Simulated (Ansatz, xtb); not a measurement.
BH8NSi2: 3 structures ranked

3 gas-phase structures of BH8NSi2, from a drawn sample of its isomers (lower ones may exist). Each was relaxed with GFN2-xTB; where two conformers were screened, the lower at r2SCAN-D4/def2-SVP is listed:

A. `BN([SiH3])[SiH3]`, a singlet
B. `B[SiH2]N[SiH3]`, a singlet
C. `N[SiH2]B[SiH3]`, a singlet

Question: Estimate their order in r2SCAN-D4/def2-SVP energy at these geometries, lowest first.

Answer: Calculated order at r2SCAN-D4/def2-SVP: A (0.000), B (1.723), C (2.205) eV.

Energies above the lowest of each column, in eV; the last columns are at PBE0-D3(BJ)/def2-SVP geometries:

```tsv
structure	GFN2-xTB	HF/STO-3G	r2SCAN-D4/def2-SVP	PBE0-D3(BJ)/def2-SVP	CCSD(T)/def2-SVP + ΔMP2/def2-TZVPP
A	0.000	0.000	0.000	0.000	0.000
B	1.672	2.259	1.723	1.596	1.613
C	2.960	2.868	2.205	2.061	2.257
```

Every level run on A puts it lowest or level with the lowest. Flexible structures stand in one conformer each, not always the lowest. The ΔMP2 step shifts differences by up to 0.143 eV, which makes them less sure. ΔMP2 is the change of the MP2 energy from the smaller to the larger basis.

Programs: Ansatz 0.2.0, xtb 6.7.1.
